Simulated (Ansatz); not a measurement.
```yaml
crystal:
  periodic: [false, false, false]
  atoms:
    - {symbol: In, position_ang: [1.767349, -0.088616, 0.074516]}
    - {symbol: H, position_ang: [2.123041, -1.642457, 0.624224]}
    - {symbol: H, position_ang: [2.434715, 1.231789, -0.481475]}
    - {symbol: O, position_ang: [-0.166546, 0.372694, 1.355596]}
    - {symbol: In, position_ang: [-1.658450, -0.257419, 0.113158]}
    - {symbol: H, position_ang: [-2.327586, -1.673104, 0.514574]}
    - {symbol: H, position_ang: [-2.402032, 1.337288, -0.482409]}
    - {symbol: O, position_ang: [0.015272, -0.599051, -1.326273]}
    - {symbol: H, position_ang: [-0.081345, 1.199652, 1.579176]}
    - {symbol: H, position_ang: [0.036347, -0.070401, -2.138417]}
basis:
  gaussian: {orbitals: def2-SVPD}
hamiltonian: {xc: {name: PBE0}}
scf: {omitted_lower_state_checks: [starts]}
output: {forces: true}
```

```sh
$ ansatz run in.yaml --threads 4 --pin off --events-out ev --progress --plain --max-ram 3916MiB
```

Shortened log:

```
Functional definition: PBE0
1768 factors; integrals over basis functions are off by at most 1.1e-3 eV
mean field evaluation 1: about -14521.4821 eV, gradient 7.8e1 eV
mean field evaluation 2: about -14481.1064 eV, gradient 1.6e2 eV
mean field evaluation 4: about -14532.2074 eV, gradient 7.8e0 eV
mean field evaluation 8: about -14532.3784 eV, gradient 5.4e-1 eV
mean field evaluation 16: about -14532.3789 eV, gradient 3.3e-5 eV
mean field -14532.37892000 eV, -534.0550749097 hartree, gradient 3.3e-5 eV, S^2 0.000000; 0 other end points of the search recorded, 0 dependent functions left out
reference -14532.37897184 eV, -534.0550768149 hartree; 32, 32 occupied and 126, 126 virtual orbitals, 1768 factors
Total energy: -14532.37897184 eV, -534.0550768149 hartree
Atom 0 at     1.767349    -0.088616     0.074516 Å, force    -2.260386    -2.020979     0.309805 eV/Å
Atom 1 at     2.123041    -1.642457     0.624224 Å, force     0.136370    -0.159445     0.193709 eV/Å
Atom 2 at     2.434715     1.231789    -0.481475 Å, force     0.791743     1.838936    -0.577712 eV/Å
Atom 3 at    -0.166546     0.372694     1.355596 Å, force     1.439791    -7.072745    -1.527172 eV/Å
Atom 4 at    -1.658450    -0.257419     0.113158 Å, force    -0.758361     2.032452    -1.953906 eV/Å
Atom 5 at    -2.327586    -1.673104     0.514574 Å, force    -0.486450    -1.285699     0.384030 eV/Å
Atom 6 at    -2.402032     1.337288    -0.482409 Å, force     0.375976    -0.979216     0.340369 eV/Å
Atom 7 at     0.015272    -0.599051    -1.326273 Å, force     0.574560     0.418184     0.372060 eV/Å
Atom 8 at    -0.081345     1.199652     1.579176 Å, force     0.370509     7.432331     2.080558 eV/Å
Atom 9 at     0.036347    -0.070401    -2.138417 Å, force    -0.183752    -0.203819     0.378259 eV/Å
Dipole moment:     0.450163     0.315909    -0.004148 e Å
Checks for a lower state left out: starts
```

It took 6.5 s on 4 threads of Arm Neoverse N1 on a shared host.

In the def2 sets In takes a core potential; there is no spin–orbit coupling.
